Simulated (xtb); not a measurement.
CH3BO, SMILES [BH3-]C#[O+]. All values are semi-empirical tight-binding results from xtb (GFN2-xTB unless named), good for trends rather than for accurate numbers. The structure is a stationary point at GFN2-xTB.

The point group as xtb finds it is C3v and the orbital gap comes out as 3.89 eV. The dipole moment is 0.33 D, the zero-point energy is 22.3 kcal/mol and the G − E(el) at 298.15 K (modified RRHO) is 7.4 kcal/mol. The static polarisability (D4 model) comes out as 30.3 bohr³ and the solvation energy, GFN2-xTB/ALPB(water) is 1.2 kcal/mol. The solvation energy, GFN2-xTB/ALPB(chcl3) comes out as -1.9 kcal/mol.

Computed IR lines (harmonic; lines under 4 % of the strongest left out, lines within 3 cm⁻¹ merged):
ν (cm⁻¹): 2128 (vs), 2462 (w), 2466 (w) (against the strongest line: vs over 80 %, s over 45 %, m over 15 %, w over 4 %, vw less)
